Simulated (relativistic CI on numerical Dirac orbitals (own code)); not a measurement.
Sn III: what numerical and physical settings do to a radial Dirac CI calculation

Reference input:

```
atom Sn  Z=50  charge=2  electrons=48
nucleus A=120  rms_radius_fm=4.6519
hamiltonian dirac-coulomb  breit=on  qed=on  c_scale=1
orbitals kli  potential=per-configuration
slater_scale 1
correlation none
mixing on
grid step=0.0125 r_max=67.1
scf mixing=0.4 start=green max_iterations=150 tolerance=2e-08 node_fill=0.05
configurations
  [Kr] 4d10 5s2
end
```

Computed lowest total energy -6168.00174 Ha, 11 SCF steps. Runs with settings changed; * marks those that are bad on purpose:

| Changed | Outcome | Lowest level | ΔE (Ha) | First excitation (cm⁻¹) | SCF steps | Message |
| --- | --- | --- | --- | --- | --- | --- |
| SCF mixing 0.7, QED terms off | converged | 5s2 1S_0 | -2.95 |  | 10 |  |
| Slater scale 0.5 | converged | 5s2 1S_0 | 0 |  | 11 |  |
| nuclear radius 6.0475 fm, grid step 0.02 | converged | 5s2 1S_0 | 0.0995 |  | 11 |  |
| start potential bare | converged | 5s2 1S_0 | 8.55e-11 |  | 16 |  |
| nuclear radius 465.19 fm * | converged | 5s2 1S_0 | 396 |  | 11 |  |
| charge 3 * | refused |  |  |  | 0 | configuration [Kr] 4d10 5s2 has 48 electrons, the ion has 47 |

With so few configurations and no correlation, terms lie too far apart (by 10 to 50 % near neutrality), their order can be wrong, and levels of other configurations are missing.
